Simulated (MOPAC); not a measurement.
Job for MOPAC: PM7 on ZrTe, 2S+1 = 1, a point of a bond scan (R = 2.636 Å).

```
PM7 1SCF PRECISE CHARGE=0 THREADS=1
TeZr

Zr     0.00000000 1     0.00000000 1     0.00000000 1
Te     0.00000000 1     0.00000000 1     2.63585000 1
```

It printed:

```
*******************************************************************************
 **                                                                           **
 **                              MOPAC v23.2.5                                **
 **                                                                           **
 *******************************************************************************
 ** MOPAC's Digital Object Identifier: https://doi.org/10.5281/zenodo.6511958 **
 **                                                                           **
 ** Please cite the open-source release paper for use of this MOPAC version:  **
 ** J. E. Moussa and J. J. P. Stewart (2026)                                  **
 ** MOPAC: An open-source semiempirical molecular orbital program             **
 ** J. Open Source Softw., 11(119), 8025, https://doi.org/10.21105/joss.08025 **
 *******************************************************************************

                              PM7 CALCULATION RESULTS

 *******************************************************************************
 *  PM7        - The PM7 Hamiltonian to be used
 *
 *
 *
 *                 CHARGE ON SYSTEM = 0
 *
 *
 *
 *  PRECISE    - TIGHTER CRITERIA TO BE USED
 *  1SCF       - DO 1 SCF AND THEN STOP
 *  THREADS=1  - MULTI-THREADING NOT USED
 *  T=         - A TIME OF 172800.0 SECONDS REQUESTED
 *  DUMP=N     - RESTART FILE WRITTEN EVERY 7200.0 SECONDS REQUESTED
 *******************************************************************************
PM7 1SCF PRECISE CHARGE=0 THREADS=1
 TeZr

   ATOM   CHEMICAL          X               Y               Z
  NUMBER   SYMBOL      (ANGSTROMS)     (ANGSTROMS)     (ANGSTROMS)

     1      Zr          0.00000000  *   0.00000000  *   0.00000000  *
     2      Te          0.00000000  *   0.00000000  *   2.63585000  *



          CARTESIAN COORDINATES

    NO.       ATOM           X           Y           Z

     1        Zr          0.0000      0.0000      0.0000
     2        Te          0.0000      0.0000      2.6359

 General Reference for PM7:
 "Optimization of Parameters for Semiempirical Methods VI: More Modifications to the
 NDDO Approximations and Re-optimization of Parameters", J. J. P. Stewart, J. Mol. Mod., 1:32, 19 (2013)
 https://link.springer.com/article/10.1007/s00894-012-1667-x

           Empirical Formula: Zr Te  =     2 atoms



      MOLECULAR POINT GROUP   :   C*v


      RHF CALCULATION, NO. OF DOUBLY OCCUPIED LEVELS = 5


 -------------------------------------------------------------------------------
 PM7 1SCF PRECISE CHARGE=0 THREADS=1
 TeZr



     1SCF WAS SPECIFIED, SO BFGS WAS NOT USED
     SCF FIELD WAS ACHIEVED


                              PM7 CALCULATION
                                                       MOPAC v23.2.5 Linux




          FINAL HEAT OF FORMATION =       -161.50723 KCAL/MOL =    -675.74627 KJ/MOL


          COSMO AREA              =        157.83 SQUARE ANGSTROMS
          COSMO VOLUME            =        179.32 CUBIC ANGSTROMS

          IONIZATION POTENTIAL    =          4.967597 EV
          HOMO LUMO ENERGIES (EV) =         -4.968  0.293
          NO. OF FILLED LEVELS    =          5
          MOLECULAR WEIGHT        =        218.8200         POINT GROUP:  C*v

          MOLECULAR DIMENSIONS (Angstroms)

            Atom       Atom       Distance
           Te     2   Zr     1     2.63585
           Te     2   Zr     1     0.00000
           Zr     1   Te     2     0.00000


          SCF CALCULATIONS        =          1





   ATOM   CHEMICAL          X               Y               Z
  NUMBER   SYMBOL      (ANGSTROMS)     (ANGSTROMS)     (ANGSTROMS)

     1      Zr          0.00000000  *   0.00000000  *   0.00000000  *
     2      Te          0.00000000  *   0.00000000  *   2.63585000  *

                             CARTESIAN COORDINATES

   1   Zr        0.000000000     0.000000000     0.000000000
   2   Te        0.000000000     0.000000000     2.635850000


           Empirical Formula: Zr Te  =     2 atoms



      MOLECULAR POINT GROUP   :   C*v


                  EIGENVALUES
 -47.02226  -7.44047  -7.00151  -7.00151  -4.96760   0.29325   0.29325   0.89760
   0.89760   4.39068  28.72682  28.72682  32.30605


              NET ATOMIC CHARGES AND DIPOLE CONTRIBUTIONS

  ATOM NO.   TYPE          CHARGE      No. of ELECS.   s-Pop       p-Pop       d-Pop
    1         Zr           0.558279        3.4417     1.41216     0.08913     1.94043
    2         Te          -0.558279        6.5583     1.76787     4.79041
 DIPOLE           X         Y         Z       TOTAL
 POINT-CHG.     0.000     0.000    -7.068     7.068
 HYBRID        -0.000    -0.000    -2.583     2.583
 SUM           -0.000    -0.000    -9.651     9.651


          ATOMIC ORBITAL ELECTRON POPULATIONS

     Atom    s        px        py        pz      x^2-y^2     xz        z^2       yz        xy
    1 Zr   1.41216   0.00121   0.00121   0.08672   0.00000   0.46007   1.02029   0.46007   0.00000
    2 Te   1.76787   1.53872   1.53872   1.71297

 **********************
 *                    *
 * JOB ENDED NORMALLY *
 *                    *
 **********************




 == MOPAC DONE ==
```

The run finished.

Cost: about 0.020 core-seconds (a rough figure).
